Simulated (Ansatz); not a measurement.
A run for Ansatz (a program for electronic structure): R-RI-MP2/aug-cc-pVTZ on C2H6FN (a complex). Files ending in .json are basis or fitting sets from the Basis Set Exchange.

Ansatz 0.2 input:
```yaml
crystal:
  periodic: [false, false, false]
  atoms:
    - {symbol: N, position_ang: [-0.02761160, -0.09532381, 0.64327986]}
    - {symbol: H, position_ang: [0.65504430, 0.24667522, 1.31115156]}
    - {symbol: H, position_ang: [0.41783056, -0.82509455, 0.09884847]}
    - {symbol: H, position_ang: [-0.24275256, 0.66623092, 0.00995532]}
    - {symbol: C, position_ang: [-1.00655886, -0.35791689, 3.90895199]}
    - {symbol: C, position_ang: [0.09519202, 0.15890874, 4.41064958]}
    - {symbol: F, position_ang: [1.11778018, 0.57550235, 3.62103330]}
    - {symbol: H, position_ang: [-1.14257238, -0.47241460, 2.84044055]}
    - {symbol: H, position_ang: [-1.78722517, -0.67218747, 4.58660706]}
    - {symbol: H, position_ang: [0.32289834, 0.31308457, 5.45686366]}
basis:
  gaussian:
    orbitals: aug-cc-pVTZ
    fitting: {mean_field: def2-universal-JKFIT, correlation: aug-cc-pVTZ-RIFIT.json}
magnetization: {spin_polarized: false}
correlation: {method: mp2, electrons: outside_noble_gas}
scf: {lower_state_search: off}
```

Program output:

```
WARN ansatz: RAYON_NUM_THREADS=2 ignored (pool sized by the plan → 2); use --threads N
Functional definition: HF
these checks for a lower state are left out or cut short: stability, starts, cluster_reference, orbital_swaps, neighbouring_geometries, increment
integrals: 0.37 GiB planned
412 factors; integrals over basis functions are off by at most 9.4e-1 eV
mean field: 0.62 GiB planned
mean field evaluation 1: about -6341.1183 eV, gradient 4.3e1 eV
mean field evaluation 2: about -6344.2004 eV, gradient 2.1e1 eV
mean field evaluation 4: about -6345.0876 eV, gradient 8.9e-1 eV
mean field -6345.09141326 eV, -233.1778085799 hartree, gradient 9.8e-7 eV, S^2 0.000000; 0 other end points of the search recorded, 0 dependent functions left out
4 core orbitals not correlated
700 factors; their error is unknown
reference -6345.09141326 eV, -233.1778085799 hartree; 13, 13 occupied and 305, 305 virtual orbitals, 700 factors
second order -22.59315483 eV of doubles, -0.00000000 eV of singles
Total energy: -6367.68456809 eV, -234.0080917058 hartree
Checks for a lower state left out: stability, starts, cluster_reference, orbital_swaps, neighbouring_geometries, increment
```

Self-consistency was reached.

Cost: very roughly 1.8 core-seconds.
